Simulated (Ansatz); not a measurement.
The same path of BF3H2O (7 atoms, charge 0, multiplicity 1) was run twice with different band settings. The coordinate that changes most is the dihedral H6–O1–B2–F3.

The calculation used RKS B3LYP/def2-SVP (Ansatz 0.2.0).

Relaxed end points:

```xyz
7
Properties=species:S:1:pos:R:3
O -0.688 0.720 0.334
B 0.618 -0.466 -0.020
F 1.365 -0.425 1.089
F -0.135 -1.574 -0.212
F 1.133 0.108 -1.132
H -1.527 0.230 0.308
H -0.705 1.340 -0.413
```

```xyz
7
Properties=species:S:1:pos:R:3
O -0.950 0.434 0.138
B 0.550 -0.545 -0.076
F 1.283 -0.042 0.944
F 0.106 -1.800 0.055
F 0.896 -0.141 -1.320
H -1.042 0.980 -0.660
H -0.781 1.045 0.873
```

Common settings: movable images 5; climbing image yes; optimiser quadratic models (default); start path through a guess of the saddle point; force threshold 0.05 eV/Å; iteration limit 60; end points relaxed.

| run | spring |
| --- | --- |
| 1 | 5.0 eV/Å² |
| 2 | 20.0 eV/Å² |

Question: What does each run give, and how far can it be trusted?

Answer: Run 1: converged after 10 iterations, highest image 0.019 eV above the first end. Beside the main top the profile has a ripple of under 15 meV (maxima at images 2, 5), which may be a very shallow well or noise. A vibrational analysis at the climbing image gives one clearly imaginary mode, 129i cm⁻¹: a first-order saddle point.
Run 2: converged after 10 iterations, highest image 0.019 eV above the first end. Beside the main top the profile has a ripple of under 15 meV (maxima at images 2, 5), which may be a very shallow well or noise. Another band between the same ends (5 images) ends at a top of the same energy, where a vibrational analysis finds 1 clearly imaginary mode.
